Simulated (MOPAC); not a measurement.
MOPAC input (PM7):

```
PM7 1SCF CHARGE=-1 GEO-OK AUX(PRECISION=9) THREADS=1
C2H8BN2

C     2.04614500 1   -0.57082800 1   -0.24459800 1
C     0.96850100 1    0.32233200 1    0.31524000 1
B    -0.47390800 1    0.16273100 1    0.11045100 1
N    -1.08921300 1   -0.85751100 1   -0.79798600 1
N    -1.51305500 1    0.96543700 1    0.84552900 1
H     1.60939000 1   -1.40688700 1   -0.80759700 1
H     2.75160400 1   -0.07679900 1   -0.94453900 1
H     2.69451900 1   -1.04499300 1    0.51920300 1
H     1.33786000 1    1.11579100 1    0.97194200 1
H    -2.04842600 1   -0.68640700 1   -1.06800500 1
H    -0.54545400 1   -1.07473400 1   -1.62027700 1
H    -2.20746200 1    1.39375100 1    0.24085800 1
H    -1.09449200 1    1.70212200 1    1.39950700 1
```

Output:

```
 *******************************************************************************
 **                                                                           **
 **                              MOPAC v23.2.5                                **
 **                                                                           **
 *******************************************************************************
 ** MOPAC's Digital Object Identifier: https://doi.org/10.5281/zenodo.6511958 **
 **                                                                           **
 ** Please cite the open-source release paper for use of this MOPAC version:  **
 ** J. E. Moussa and J. J. P. Stewart (2026)                                  **
 ** MOPAC: An open-source semiempirical molecular orbital program             **
 ** J. Open Source Softw., 11(119), 8025, https://doi.org/10.21105/joss.08025 **
 *******************************************************************************

                              PM7 CALCULATION RESULTS

 *******************************************************************************
 *  PM7        - The PM7 Hamiltonian to be used
 *  GEO-OK     - OVERRIDE INTERATOMIC DISTANCE AND OTHER SAFETY CHECKS
 *
 *
 *
 *                 CHARGE ON SYSTEM = -1
 *
 *
 *
 *  1SCF       - DO 1 SCF AND THEN STOP
 *  AUX        - OUTPUT AUXILIARY INFORMATION
 *******************************************************************************
PM7 1SCF CHARGE=-1 GEO-OK AUX(PRECISION=9) THREADS=1
 C2H8BN2

   ATOM   CHEMICAL          X               Y               Z
  NUMBER   SYMBOL      (ANGSTROMS)     (ANGSTROMS)     (ANGSTROMS)

     1       C          2.04614500  *  -0.57082800  *  -0.24459800  *
     2       C          0.96850100  *   0.32233200  *   0.31524000  *
     3       B         -0.47390800  *   0.16273100  *   0.11045100  *
     4       N         -1.08921300  *  -0.85751100  *  -0.79798600  *
     5       N         -1.51305500  *   0.96543700  *   0.84552900  *
     6       H          1.60939000  *  -1.40688700  *  -0.80759700  *
     7       H          2.75160400  *  -0.07679900  *  -0.94453900  *
     8       H          2.69451900  *  -1.04499300  *   0.51920300  *
     9       H          1.33786000  *   1.11579100  *   0.97194200  *
    10       H         -2.04842600  *  -0.68640700  *  -1.06800500  *
    11       H         -0.54545400  *  -1.07473400  *  -1.62027700  *
    12       H         -2.20746200  *   1.39375100  *   0.24085800  *
    13       H         -1.09449200  *   1.70212200  *   1.39950700  *

          CARTESIAN COORDINATES

    NO.       ATOM           X           Y           Z

     1         C          2.0461     -0.5708     -0.2446
     2         C          0.9685      0.3223      0.3152
     3         B         -0.4739      0.1627      0.1105
     4         N         -1.0892     -0.8575     -0.7980
     5         N         -1.5131      0.9654      0.8455
     6         H          1.6094     -1.4069     -0.8076
     7         H          2.7516     -0.0768     -0.9445
     8         H          2.6945     -1.0450      0.5192
     9         H          1.3379      1.1158      0.9719
    10         H         -2.0484     -0.6864     -1.0680
    11         H         -0.5455     -1.0747     -1.6203
    12         H         -2.2075      1.3938      0.2409
    13         H         -1.0945      1.7021      1.3995

 General Reference for PM7:
 "Optimization of Parameters for Semiempirical Methods VI: More Modifications to the
 NDDO Approximations and Re-optimization of Parameters", J. J. P. Stewart, J. Mol. Mod., 1:32, 19 (2013)
 https://link.springer.com/article/10.1007/s00894-012-1667-x

           Empirical Formula: C2 H8 N2 B  =    13 atoms

      MOLECULAR POINT GROUP   :   C1

      RHF CALCULATION, NO. OF DOUBLY OCCUPIED LEVELS = 15

 -------------------------------------------------------------------------------
 PM7 1SCF CHARGE=-1 GEO-OK AUX(PRECISION=9) THREADS=1
 C2H8BN2

     1SCF WAS SPECIFIED, SO BFGS WAS NOT USED
     SCF FIELD WAS ACHIEVED

                              PM7 CALCULATION
                                                       MOPAC v23.2.5 Linux

          FINAL HEAT OF FORMATION =        -38.46879 KCAL/MOL =    -160.95340 KJ/MOL

          COSMO AREA              =        122.21 SQUARE ANGSTROMS
          COSMO VOLUME            =        107.44 CUBIC ANGSTROMS

          IONIZATION POTENTIAL    =          1.722948 EV
          HOMO LUMO ENERGIES (EV) =         -1.723  6.181
          NO. OF FILLED LEVELS    =         15
          MOLECULAR WEIGHT        =         70.9086         POINT GROUP:  C1

          MOLECULAR DIMENSIONS (Angstroms)

            Atom       Atom       Distance
            H    12    H     8     5.48219
            H    11    H    13     3.82851
            H     7    H    10     2.22319

          SCF CALCULATIONS        =          1

   ATOM   CHEMICAL          X               Y               Z
  NUMBER   SYMBOL      (ANGSTROMS)     (ANGSTROMS)     (ANGSTROMS)

     1       C          2.04614500  *  -0.57082800  *  -0.24459800  *
     2       C          0.96850100  *   0.32233200  *   0.31524000  *
     3       B         -0.47390800  *   0.16273100  *   0.11045100  *
     4       N         -1.08921300  *  -0.85751100  *  -0.79798600  *
     5       N         -1.51305500  *   0.96543700  *   0.84552900  *
     6       H          1.60939000  *  -1.40688700  *  -0.80759700  *
     7       H          2.75160400  *  -0.07679900  *  -0.94453900  *
     8       H          2.69451900  *  -1.04499300  *   0.51920300  *
     9       H          1.33786000  *   1.11579100  *   0.97194200  *
    10       H         -2.04842600  *  -0.68640700  *  -1.06800500  *
    11       H         -0.54545400  *  -1.07473400  *  -1.62027700  *
    12       H         -2.20746200  *   1.39375100  *   0.24085800  *
    13       H         -1.09449200  *   1.70212200  *   1.39950700  *

                             CARTESIAN COORDINATES

   1    C        2.046145000    -0.570828000    -0.244598000
   2    C        0.968501000     0.322332000     0.315240000
   3    B       -0.473908000     0.162731000     0.110451000
   4    N       -1.089213000    -0.857511000    -0.797986000
   5    N       -1.513055000     0.965437000     0.845529000
   6    H        1.609390000    -1.406887000    -0.807597000
   7    H        2.751604000    -0.076799000    -0.944539000
   8    H        2.694519000    -1.044993000     0.519203000
   9    H        1.337860000     1.115791000     0.971942000
  10    H       -2.048426000    -0.686407000    -1.068005000
  11    H       -0.545454000    -1.074734000    -1.620277000
  12    H       -2.207462000     1.393751000     0.240858000
  13    H       -1.094492000     1.702122000     1.399507000

           Empirical Formula: C2 H8 N2 B  =    13 atoms

      MOLECULAR POINT GROUP   :   C1

                  EIGENVALUES
 -29.20255 -28.17538 -20.87912 -14.74188 -11.27720 -10.63487  -9.95578  -9.09476
  -8.89878  -8.09086  -7.07608  -6.04416  -5.24024  -3.82655  -1.72295   6.18141
   8.32858   9.06451  10.28512  10.30041  10.47302  10.84396  11.30149  11.74424
  12.19867  12.34148  12.59281  13.76352

              NET ATOMIC CHARGES AND DIPOLE CONTRIBUTIONS

  ATOM NO.   TYPE          CHARGE      No. of ELECS.   s-Pop       p-Pop
    1          C          -0.395563        4.3956     1.04712     3.34844
    2          C          -0.301507        4.3015     1.08862     3.21288
    3          B          -0.220621        3.2206     0.61349     2.60713
    4          N          -0.658093        5.6581     1.60311     4.05499
    5          N          -0.652265        5.6523     1.62821     4.02406
    6          H           0.123646        0.8764     0.87635
    7          H           0.089979        0.9100     0.91002
    8          H           0.095533        0.9045     0.90447
    9          H           0.077777        0.9222     0.92222
   10          H           0.213602        0.7864     0.78640
   11          H           0.215230        0.7848     0.78477
   12          H           0.202755        0.7972     0.79724
   13          H           0.209528        0.7905     0.79047
 DIPOLE           X         Y         Z       TOTAL
 POINT-CHG.     1.167     0.469    -1.556     2.000
 HYBRID         0.127     0.904    -1.028     1.374
 SUM            1.294     1.373    -2.583     3.199

          ATOMIC ORBITAL ELECTRON POPULATIONS

     Atom    s        px        py        pz
    1  C   1.04712   1.09739   1.13014   1.12091
    2  C   1.08862   1.01170   1.06126   1.13993
    3  B   0.61349   0.89749   0.82367   0.88597
    4  N   1.60311   1.14890   1.60500   1.30109
    5  N   1.62821   1.30402   1.34343   1.37661
    6  H   0.87635
    7  H   0.91002
    8  H   0.90447
    9  H   0.92222
   10  H   0.78640
   11  H   0.78477
   12  H   0.79724
   13  H   0.79047

 **********************
 *                    *
 * JOB ENDED NORMALLY *
 *                    *
 **********************

 == MOPAC DONE ==
```

The dipole moment of an ion depends on the origin.

The geometry given is a B3LYP-D3(BJ)/def2-TZVP minimum.
